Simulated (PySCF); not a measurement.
[RuO3N]-: computed shieldings and shifts

[RuO3N]-, [NO3Ru]-, point group C3v.

Geometry (Å), atoms numbered from 1 in this order:
```xyz
5

Ru    0.000    0.000    0.000
O    -0.011   -0.059    1.714
O     1.610   -0.002   -0.585
O    -0.835    1.391   -0.554
N    -0.763   -1.329   -0.576
```

Total charge -1.

GIAO calculations in PySCF 2.14.0 with density-fitted response routines on the PBE0-D3(BJ)/def2-SVP structure: isolated species, scalar relativity only through the core potential, equivalent atoms averaged; basis pcSseg-1 (def2-TZVP on Ru).

Q: Give the isotropic shieldings (ppm) with KT2, PBE0.

A: 
```tsv
atoms	environment	KT2	PBE0
O2/O3/O4	oxygen bonded to Ru	-441.9	-555.1
N5	nitrogen bonded to Ru	-633.6	-899.0
HOMO–LUMO gap (eV)	–	2.92	4.97
```

Q: And the chemical shifts, against references computed in the same way?

A: 
| atoms | nucleus, reference | KT2 | PBE0 |
| --- | --- | --- | --- |
| O2/O3/O4 | $^{17}$O, H2O | 772.5 | 889.7 |
| N5 | $^{15}$N, NH3 | 897.9 | 1164.7 |

Q: Which part of the shielding of O2/O3/O4 depends on the functional?

A: Diamagnetic: KT2 403, PBE0 402 ppm; paramagnetic: KT2 -845, PBE0 -957 ppm. The diamagnetic part, set mainly by inner electrons, hardly moves; the paramagnetic part goes with low-lying magnetically allowed excitations and carries the spread.

Ru is described by an effective core potential, so it has no shielding of its own here; spin–orbit effects on the atoms bonded to it, which can be large, are absent, and the values of these neighbours are rough. Unscaled 17O shifts of doubly bonded oxygen tend to come out too high, by tens of ppm or more. Experimental scales use liquid or dissolved standards, which lie at an offset from isolated NH3 (liquid NH3: subtract about 20 ppm) and H2O (liquid H2O: subtract about 36 ppm). Unscaled 15N shifts of sp2 nitrogen come out 20 to 40 ppm too high even then.
